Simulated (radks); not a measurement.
Task: The caesium ion Cs+, [Xe]. Method: non-relativistic Kohn-Sham, r2SCAN, spin-polarised, spherical densities, point nucleus; meta-GGA in the generalised Kohn-Sham scheme; computed with a radial shooting solver on a logarithmic mesh with Libxc functionals. Every spin shell is full or empty, so the densities are truly spherical. Functionals are evaluated on that one density, not self-consistently. Rank these orbital-free kinetic functionals by their error against the exact value of the orbitals, and give that value: Thomas-Fermi, von Weizsacker, TF + vW, TF + vW/9, TF + vW/5, LC94, APBEK, revAPBEK, Perdew 92, Thakkar, Pearson, LKT, PG1, DePristo-Kress, Ernzerhof.

Result: Exact: 7553.89 hartree. From best to worst, with 100 (|E| - |E exact|)/|E exact| (equal figures are ties): LC94 +0.06, APBEK +0.10, DePristo-Kress -0.12, revAPBEK +0.27, Ernzerhof -0.42, Thakkar -0.61, Perdew 92 -0.67, TF + vW/9 -0.68, Pearson -0.90, TF + vW/5 +2.90, Thomas-Fermi -5.16, PG1 +14.51, LKT +18.50, TF + vW +35.14, von Weizsacker -59.70.
